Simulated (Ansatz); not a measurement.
Reaction (cleavage of the Zn–Si bond): `[AlH2][SiH2][ZnH]` + NH₃ → `[NH2][ZnH]` + `[AlH2][SiH3]`

Calculated with Ansatz (gas phase, PBE0-D4/def2-TZVP geometries, no zero-point term in ΔE). CCSD(T)/CBS adds triple-zeta CCSD(T) − MP2 to the extrapolated MP2 energy (def2 sets, frozen cores). This one scheme is used for every species. DFT in def2-TZVPP. For Zn outer-core shells are correlated without core-valence functions, which leaves a few kJ/mol of doubt a bond. Scalar relativity is left out up to krypton.

```tsv
level	ΔE (kJ/mol)
r2SCAN-D4	23.2
ωB97M-V	20.2
r2SCANh	23.8
MP2/def2-TZVPP	11.0
```

What does CCSD(T)/CBS give? (Estimate.)

Computed: +18.2 kJ/mol. The listed levels differ from it by 5.0, 2.0, 5.6, -7.2 kJ/mol.

Largest T1 diagnostic among the species: 0.016.

Leaving LDA and LC-ωPBE aside and taking each functional with its dispersion term where it has one, the values, not all of them listed here, spread over 20.1 kJ/mol, from CAM-B3LYP-D4 to HSE06-D4. LDA lies −6.2 kJ/mol from PBE without D4. At CCSD(T), def2-SVP lies +10.9 kJ/mol from the extrapolated value and def2-TZVPP −1.2 kJ/mol.
